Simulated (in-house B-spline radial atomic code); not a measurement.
## RPA and G0W0 on LDA VWN5: Be+

Configuration [He] 2s1, highest spin, mean-field start LDA VWN5. Computed with an all-electron radial atomic-structure program (B-spline basis): all electrons, scalar-relativistic (spin-free one-electron X2C), finite nucleus, each spin shell either full or empty, empty states to l = 9 with an (l + 1/2)⁻⁴ tail; G0W0 by contour deformation at full frequency.

RPA overbinds a lone outer s electron by self-correlation, and G0W0 tends to as well.

Command:
```bash
python run_gw.py task.json out
```
Settings (radii: box in bohr, nucleus in fm):
```
Z                        4
electrons                3
configuration            [He] 2s1
hamiltonian              x2c
method                   lda,vwn
lmax                     9
rms_radius               2.519
spin_polarised           True
box_radius               23.78
intervals                73
ion_configuration        1s2
```

Cost of the run: 2.2 s on 1 thread of Arm Neoverse N1, with other jobs on the host.

Energies (hartree):

| term | value |
| --- | --- |
| mean-field total | -14.11795 |
| Hartree-Fock functional on these orbitals | -14.27645 |
| direct second order | -0.14495 |
| second-order exchange | 0.093903 |
| SOSEX correction | 0.076649 |

Q: What is the RPA correlation energy, and what remains with SOSEX?

A: RPA gives -0.12381 hartree (-1.12 eV per electron); RPA + SOSEX gives -0.047162, and the second-order doubles -0.051051 hartree (no singles). SOSEX takes back 62 % of the RPA value.

Quasi-particle levels (eV):

| level | occupied | mean field | Σx - vxc | Σc | QP weight | G0W0 |
| --- | --- | --- | --- | --- | --- | --- |
| 2s up | yes | -14.301 | -3.87 | ? | ? | ? |
| 2s down | no | -12.030 | 4.54 | -2.22 | 0.812 | -9.701 |

G0W0 = mean field + (Σx - vxc) + Σc, with Σc (partial-wave tail included) taken at the quasi-particle energy. Levels of low weight are left out.

Q: Where does G0W0 put 2s up?

A: At -18.908 eV, with Σc = -0.74 eV and a quasi-particle weight of 0.900. The tabulated removal energy is 18.211 eV (NIST, measured).

Q: What does it cost to remove one electron (to 1s2) by differences of total energies, each species on its own start (correlation terms add to the Hartree-Fock functional)?

A: LDA VWN5 18.257 eV, Hartree-Fock functional 18.101 eV, + RPA 19.057 eV, + RPA + SOSEX 18.178 eV, + second order 18.197 eV. Tabulated: 18.211 eV (NIST, measured).
